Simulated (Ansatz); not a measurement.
`O[SiH](O)[SiH](F)F`, relaxed with RKS PBE0-D4/def2-TZVP in Ansatz from a GFN2-xTB geometry. The force threshold is 0.005 eV/Å; the program also tests the step.

Total charge 0; spin multiplicity 1.

Start:

```xyz
10

O    -1.277   -1.453    0.060
Si   -0.772    0.099    0.121
O    -0.818    0.507    1.687
Si    1.426    0.334   -0.417
F     1.692    1.801   -1.011
F     1.740   -0.555   -1.728
H    -1.279   -1.955   -0.748
H    -1.735    0.901   -0.651
H    -1.544    0.242    2.244
H     2.568    0.078    0.444
```

```json
{"step": "1", "energy (eV)": "-25342.9543", "largest force (eV/Å)": "2.264", "largest move (Å)": "0.000"}
{"step": "2", "energy (eV)": "-25343.1210", "largest force (eV/Å)": "0.714", "largest move (Å)": "0.099"}
{"step": "3", "energy (eV)": "-25343.1335", "largest force (eV/Å)": "0.464", "largest move (Å)": "0.072"}
{"step": "4", "energy (eV)": "-25343.1469", "largest force (eV/Å)": "0.297", "largest move (Å)": "0.028"}
{"step": "5", "energy (eV)": "-25343.1564", "largest force (eV/Å)": "0.401", "largest move (Å)": "0.141"}
{"step": "6 (rejected)", "energy (eV)": "-25342.8998", "largest force (eV/Å)": "2.858", "largest move (Å)": "0.195"}
{"step": "7", "energy (eV)": "-25343.1642", "largest force (eV/Å)": "0.149", "largest move (Å)": "0.098"}
{"step": "8", "energy (eV)": "-25343.1679", "largest force (eV/Å)": "0.147", "largest move (Å)": "0.053"}
{"step": "9", "energy (eV)": "-25343.1692", "largest force (eV/Å)": "0.083", "largest move (Å)": "0.029"}
{"step": "10", "energy (eV)": "-25343.1698", "largest force (eV/Å)": "0.097", "largest move (Å)": "0.039"}
{"step": "11", "energy (eV)": "-25343.1703", "largest force (eV/Å)": "0.106", "largest move (Å)": "0.039"}
{"step": "12", "energy (eV)": "-25343.1705", "largest force (eV/Å)": "0.120", "largest move (Å)": "0.029"}
{"step": "13", "energy (eV)": "-25343.1709", "largest force (eV/Å)": "0.061", "largest move (Å)": "0.008"}
{"step": "14", "energy (eV)": "-25343.1712", "largest force (eV/Å)": "0.025", "largest move (Å)": "0.034"}
{"step": "15", "energy (eV)": "-25343.1713", "largest force (eV/Å)": "0.005", "largest move (Å)": "0.006"}
{"step": "16", "energy (eV)": "-25343.1713", "largest force (eV/Å)": "0.015", "largest move (Å)": "0.012"}
{"step": "17", "energy (eV)": "-25343.1713", "largest force (eV/Å)": "0.004", "largest move (Å)": "0.005"}
```

End:

```xyz
10

O    -1.066   -1.621    0.134
Si   -0.734   -0.009    0.135
O    -0.803    0.570    1.664
Si    1.495    0.373   -0.503
F     1.753    1.936   -0.693
F     1.727   -0.303   -1.931
H    -1.582   -1.972   -0.593
H    -1.711    0.667   -0.769
H    -1.627    0.502    2.151
H     2.547   -0.142    0.405
```

Run time 90 s (2 threads of an AMD EPYC 7R13 on a shared host and a share of an NVIDIA H100 80 GB); peak host memory 0.87 GiB.
